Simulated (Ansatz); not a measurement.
`B[C](=C)[AlH][F]` + `CNC` → `C[N](C)[AlH][F]` + `BC=C` at 400 K and 1 bar (ligand exchange at the Al–C bond).

Computed with Ansatz on PBE0-D4/def2-TZVP structures; ΔE is electronic, products minus reactants. CCSD(T)/CBS adds triple-zeta CCSD(T) − MP2 to the extrapolated MP2 energy (def2 sets, frozen cores). Each species was taken in one conformer, which may not be the lowest.

| species | CCSD(T)/CBS energy (Eh) | H − E (kJ/mol) | S (J/(mol·K)) |
| --- | --- | --- | --- |
| `B[C](=C)[AlH][F]` | -445.74843 | 196.5 | 394.4 |
| `CNC` | -135.00321 | 264.6 | 293.2 |
| `C[N](C)[AlH][F]` | -476.92428 | 274.8 | 378.8 |
| `BC=C` | -103.86193 | 185.4 | 285.8 |

H − E and S are ideal-gas, rigid-rotor, harmonic terms from PBE0-D4/def2-TZVP, for one conformer and one mirror image of each species. 1 Eh = 2625.50 kJ/mol, R = 8.31446 J/(mol·K).

Q: By hand: ΔE, ΔH, ΔS and ΔG.

A: ΔE = (-476.92428) + (-103.86193) − (-445.74843) − (-135.00321) = -0.03457 Eh = -90.8 kJ/mol. Δ(H − E) = 274.8 + 185.4 − 196.5 − 264.6 = -0.9, so ΔH = -91.7 kJ/mol. ΔS = 378.8 + 285.8 − 394.4 − 293.2 = -23.0 J/(mol·K). ΔG = -91.7 − 400 × (-23.0)/1000 = -82.5 kJ/mol.

Q: By hand: the equilibrium constant, and the temperature at which ΔG would vanish if ΔH and ΔS stayed fixed.

A: log₁₀ K = −ΔG/(RT ln 10) = 10.8. ΔG = 0 at ΔH/ΔS = 3987 K, far beyond where these terms or the molecules hold.

ΔH outweighs TΔS. A doubt of 5 kJ/mol in ΔE shifts log₁₀ K by 0.7 here. Other conformers and mirror images would add mixing entropy, several J/(mol·K) or more a flexible species. Modes under 60 cm⁻¹, often nearly free rotors, make the harmonic entropy too high. These are equilibria of isolated gas molecules and say nothing of rates. Largest T1 diagnostic: 0.012 (customary marks: 0.02 for closed shells, 0.045 for open ones).
